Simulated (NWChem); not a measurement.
Molecule: C₃H₃ClF₂; SMILES F[C@@H]1[C@H](F)[C@H]1Cl

```xyz
9

F      0.1948     1.6406     1.4108
C     -0.4448     0.6341     0.7569
C     -0.4448     0.6341    -0.7569
F      0.1948     1.6406    -1.4108
C      0.4031    -0.3566     0.0000
Cl     0.0372    -2.0838     0.0000
H     -1.3500     0.2733     1.2779
H     -1.3500     0.2733    -1.2779
H      1.4814    -0.1238     0.0000
```
Atoms are numbered in this order, from 1.

Computed with NWChem. Medium grid unless said otherwise, to which SCAN and Minnesota functionals are sensitive. Geometry: optimised at PBE-D3(BJ)/def2-SVP.

For level BLYP/def2-SVP:

highest occupied level (eV): -6.42
orbital gap (eV): 5.75
dipole (D): 1.09

Q: What are these values for level r2SCAN0/def2-SVP?

A: The highest occupied level (eV) is -8.40, the orbital gap (eV) comes out as 8.69 and the dipole (D) is 1.33.
